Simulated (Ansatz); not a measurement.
Calculated with Ansatz (gas phase, PBE0-D4/def2-TZVP geometries, no zero-point term in ΔE). CCSD(T)/CBS is the MP2 limit (def2-TZVPP, def2-QZVPP) plus CCSD(T) − MP2 in def2-TZVPP, frozen cores. This one scheme is used for every species. DFT in def2-TZVPP. B3LYP here is the variant with VWN-RPA as its local correlation; programs differ in this. def2 core potentials past Kr. For Sn outer-core shells are correlated without core-valence functions, which leaves a few kJ/mol of doubt a bond. Each species was taken in one conformer, which may not be the lowest.

`[CH3][SnH]([OH])[F]` + `CO[Si]O` → `C[O][SnH]([CH3])[OH]` + `O[Si]F`  (redistribution)

```tsv
level	ΔE (kcal/mol)	difference from CCSD(T)/CBS
PBE-D4	2.7	1.3
r2SCAN-D4	3.2	1.8
PBE0-D4	2.6	1.2
B3LYP-D4	2.4	1.0
ωB97X-V	2.5	1.1
ωB97M-V	2.1	0.7
B2PLYP	2.2	0.8
HF/def2-TZVPP	2.9	1.5
MP2/def2-TZVPP	1.1	-0.3
SCS-MP2/def2-TZVPP	1.4	0.0
CCSD/def2-TZVPP	1.2	-0.2
CCSD(T)/def2-TZVPP	1.2	-0.2
HF/def2-QZVPP	3.1	1.7
SCS-MP2/def2-QZVPP	1.6	0.2
HF/CBS(def2)	3.2	1.8
MP2/CBS(def2)	1.3	-0.1
CCSD(T)/CBS	1.4	0
```

Largest T1 diagnostic among the species: 0.015.

In def2-TZVPP, CCSD(T) changes the Hartree–Fock value by −1.8 kcal/mol (the triples alone add −0.1 kcal/mol) and MP2 by −1.9 kcal/mol.
